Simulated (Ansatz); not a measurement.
`CBN[SiH3]` + NH₃ → `CBN` + `N[SiH3]` at 400 K and 1 bar (ligand exchange at a B–N bond).

Computed with Ansatz on PBE0-D4/def2-TZVP structures; ΔE is electronic, products minus reactants. CCSD(T)/CBS is the MP2 limit (def2-TZVPP, def2-QZVPP) plus CCSD(T) − MP2 in def2-TZVPP, frozen cores. This one scheme is used for every species. One conformer a species, not always the lowest.

| species | CCSD(T)/CBS energy (Eh) | H − E (kJ/mol) | S (J/(mol·K)) |
| --- | --- | --- | --- |
| `CBN[SiH3]` | -411.50704 | 273.0 | 365.2 |
| NH₃ | -56.50880 | 104.2 | 203.1 |
| `CBN` | -121.21267 | 224.0 | 296.9 |
| `N[SiH3]` | -346.80422 | 153.0 | 285.3 |

H − E and S are ideal-gas, rigid-rotor, harmonic terms from PBE0-D4/def2-TZVP, for one conformer and one mirror image of each species. 1 Eh = 2625.50 kJ/mol, R = 8.31446 J/(mol·K).

Problem. By hand: ΔE, ΔH, ΔS and ΔG.

Solution. ΔE = (-121.21267) + (-346.80422) − (-411.50704) − (-56.50880) = -0.00105 Eh = -2.8 kJ/mol. Δ(H − E) = 224.0 + 153.0 − 273.0 − 104.2 = -0.2, so ΔH = -3.0 kJ/mol. ΔS = 296.9 + 285.3 − 365.2 − 203.1 = 13.9 J/(mol·K). ΔG = -3.0 − 400 × (13.9)/1000 = -8.6 kJ/mol.

Problem. By hand: the equilibrium constant, and the temperature at which ΔG would vanish if ΔH and ΔS stayed fixed.

Solution. log₁₀ K = −ΔG/(RT ln 10) = 1.1. ΔH and −TΔS have one sign here, so there is no such temperature. One of them is within its doubt of zero, so this could turn.

TΔS isn't small against ΔH here. A doubt of 5 kJ/mol in ΔE shifts log₁₀ K by 0.7 here. Other conformers and mirror images would add mixing entropy, several J/(mol·K) or more a flexible species. These are equilibria of isolated gas molecules and say nothing of rates. Largest T1 diagnostic: 0.012 (customary marks: 0.02 for closed shells, 0.045 for open ones).
